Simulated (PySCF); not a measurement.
AlH9Si3, SMILES [SiH3][Al]([SiH3])[SiH3].

Geometry optimised at PBE-D3(BJ)/def2-SVP. The structure was generated by enumeration; whether it is a known compound was not checked.

Level of theory: TDA-PBE/def2-SVPD run with PySCF.

Vertical excitations. 

Computed excitation energies, oscillator strengths and character:
```json
[
 {"state": "S1", "energy (eV)": "3.20", "λ (nm)": "388", "f": "0.000", "main pairs": "HOMO→LUMO 99 %"},
 {"state": "S2", "energy (eV)": "3.20", "λ (nm)": "387", "f": "0.000", "main pairs": "HOMO−1→LUMO 99 %"},
 {"state": "S3", "energy (eV)": "5.00", "λ (nm)": "248", "f": "0.003", "main pairs": "HOMO−2→LUMO 99 %"},
 {"state": "S4", "energy (eV)": "5.19", "λ (nm)": "239", "f": "0.000", "main pairs": "HOMO−5→LUMO 85 %"},
 {"state": "S5", "energy (eV)": "5.19", "λ (nm)": "239", "f": "0.000", "main pairs": "HOMO−6→LUMO 85 %"},
 {"state": "S6", "energy (eV)": "5.23", "λ (nm)": "237", "f": "0.012", "main pairs": "HOMO−3→LUMO 87 %"},
 {"state": "S7", "energy (eV)": "5.23", "λ (nm)": "237", "f": "0.013", "main pairs": "HOMO−4→LUMO 87 %"},
 {"state": "S8", "energy (eV)": "5.33", "λ (nm)": "232", "f": "0.000", "main pairs": "HOMO−7→LUMO 55 %, HOMO→LUMO+2 14 %, HOMO−1→LUMO+1 12 %"},
 {"state": "S9", "energy (eV)": "5.44", "λ (nm)": "228", "f": "0.015", "main pairs": "HOMO→LUMO+1 40 %, HOMO→LUMO+3 34 %, HOMO−1→LUMO+2 9 %, HOMO−1→LUMO+1 7 %"},
 {"state": "S10", "energy (eV)": "5.46", "λ (nm)": "227", "f": "0.015", "main pairs": "HOMO−1→LUMO+3 48 %, HOMO→LUMO+2 36 %"},
 {"state": "T1", "energy (eV)": "2.71", "λ (nm)": "458", "f": "0", "main pairs": "HOMO→LUMO 99 %"},
 {"state": "T2", "energy (eV)": "2.71", "λ (nm)": "457", "f": "0", "main pairs": "HOMO−1→LUMO 99 %"},
 {"state": "T3", "energy (eV)": "4.89", "λ (nm)": "254", "f": "0", "main pairs": "HOMO−2→LUMO 42 %, HOMO→LUMO+1 26 %, HOMO−1→LUMO+2 15 %"},
 {"state": "T4", "energy (eV)": "4.89", "λ (nm)": "254", "f": "0", "main pairs": "HOMO−2→LUMO 51 %, HOMO−1→LUMO+2 18 %, HOMO→LUMO+1 15 %"}
]
```
Triplets are in the Tamm–Dancoff approximation.
